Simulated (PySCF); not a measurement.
# Reading the logs of faulty runs: AlBCClH2

All numbers below are calculated, not measured. The program is PySCF 2.14.0, an open-source quantum chemistry code, run on an isolated molecule that a program drew, which may never have been made. The molecule is AlBCClH2 (charge 0, doublet), drawn as the SMILES string `B=[CH][Al][Cl]`.

Each row is a Hartree-Fock (HF) and frozen-core CCSD(T) single point in the cc-pV(D+d)Z basis, meant for a local HF minimum. Run 1 is clean. Each other run has one planted mistake out of seven kinds, and not every kind appears here: one electron removed, one electron added, multiplicity raised by two, geometry at a saddle point, minimal basis STO-3G, one bond length entered in bohr, all coordinates scaled. The reference is restricted for singlets and unrestricted otherwise, and also for a bond in bohr. Adding or removing an electron swaps singlet and doublet. Electrons count all cores. HOMO and LUMO are orbital energies over both spins, the gradient is its largest component, and the lowest frequency (negative if imaginary) is given only where the gradient is small. Bond lengths are over the 5 bonds as drawn. T1 is the CCSD diagnostic: over 0.02 (restricted) or 0.045 (unrestricted) a single reference is doubtful.

Geometry of the clean run:
```xyz
6
AlBCClH2, angstrom
B    -2.5965   -1.5245    1.5887
C    -2.0719   -0.9741    2.7339
Al   -0.3279   -1.6915    3.1199
Cl    0.4551   -3.1572    1.7579
H    -2.9620   -2.0485    0.6022
H    -2.4934   -0.2340    3.4016
```

| run | electrons | basis functions | <S^2> | HOMO (eV) | LUMO (eV) | gradient (hartree/bohr) | lowest frequency (cm^-1) | mean bond (Å) | longest bond (Å) | T1 | HF (hartree) | CCSD(T) (hartree) | mistake |
|---|---|---|---|---|---|---|---|---|---|---|---|---|---|
| 1 | 43 | 84 | 0.755 | -8.46 | 0.75 | 1.6e-05 | 116 | 1.5411 | 2.149 | 0.0182 | -765.15216 | -765.58884 | no fault |
| 2 | 43 | 84 | 0.793 | -8.20 | 0.34 | 1.9e-02 | - | 1.8837 | 3.638 | 0.0208 | -765.07708 | -765.51005 | one bond length entered in bohr |
| 3 | 44 | 84 | 0.000 | -0.80 | 6.77 | 5.0e-02 | - | 1.5411 | 2.149 | 0.0261 | -765.14998 | -765.62767 | one electron added |
| 4 | 43 | 30 | 0.790 | -5.73 | 5.25 | 5.2e-02 | - | 1.5411 | 2.149 | 0.0241 | -756.51381 | -756.67264 | ? |

**Which mistake was planted in run 4, and what did it cost?**

It has 30 basis functions where the clean run has 84, with the same electrons and geometry. So the mistake is: minimal basis STO-3G. Subtracting run 1 and multiplying by 627.51 kcal/mol a hartree, the energy moved by 5420.6 kcal/mol in HF and 5595.0 kcal/mol in CCSD(T).

Cautions from the logs. Run 3: T1 is over the limit, so its CCSD(T) energy is less reliable.
